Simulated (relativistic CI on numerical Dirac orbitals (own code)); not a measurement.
**Radial parameters of Sn⁴⁺**

Calculated at this level of theory: Dirac-Coulomb-Breit CI, KLI orbitals optimised for each configuration, model QED (radiative potential, 1s self-energy scaled to tabulated hydrogen-like ionisation energies), valence Slater integrals scaled by 0.85, P86 correlation energy added to each configuration (own radial code, finite nucleus).

Slater integrals F^k, G^k are unscaled and averaged over j, outside the closed core [Kr]; ζ comes from projecting the Hamiltonian with its Breit term on Σ l·s of the shell.

- 4d9.5s: ζ(4d) = 3345.4, G^2(4d,5s) = 16875 cm⁻¹; <r>(4d) = 1.049, <r^2>(4d) = 1.285, <r>(5s) = 2.007, <r^2>(5s) = 4.506 (bohr units).
- 4d9.4f: ζ(4d) = 3366.1, F^2(4d,4f) = 31788, F^4(4d,4f) = 17393, G^1(4d,4f) = 31499, G^3(4d,4f) = 18455, G^5(4d,4f) = 12706, ζ(4f) = -63.283 cm⁻¹; <r>(4d) = 1.046, <r^2>(4d) = 1.277, <r>(4f) = 2.685, <r^2>(4f) = 8.678 (bohr units).
- 4d9.5p: ζ(4d) = 3378, F^2(4d,5p) = 31905, G^1(4d,5p) = 10873, G^3(4d,5p) = 10014, ζ(5p) = 5204.4 cm⁻¹; <r>(4d) = 1.045, <r^2>(4d) = 1.277, <r>(5p) = 2.307, <r^2>(5p) = 5.965 (bohr units).

In this model ζ of a weakly bound d, f or g electron outside closed shells comes out too small, for d by up to a factor of two or three and at times with the wrong sign; that of an outer p electron is too small as well.

Averages of the first 10 configurations, taken without configuration mixing, which lowers the lowest level and can move excited configurations by several eV; other configurations of the list can lie among them:

| Configuration | Parity | States | Average energy above the lowest level (eV) |
| --- | --- | --- | --- |
| 4d10 | even | 1 | 0.0 |
| 4d9.5s | even | 20 | 24.1 |
| 4d9.4f | odd | 140 | 52.9 |
| 4d9.5p | odd | 60 | 34.4 |
| 4d9.5d | even | 100 | 47.8 |
| 4d9.6s | even | 20 | 50.3 |
| 4d9.6p | odd | 60 | 54.1 |
| 4d9.6d | even | 100 | 59.7 |
| 4d9.5f | odd | 140 | 61.2 |
| 4d9.5g | even | 180 | 63.4 |
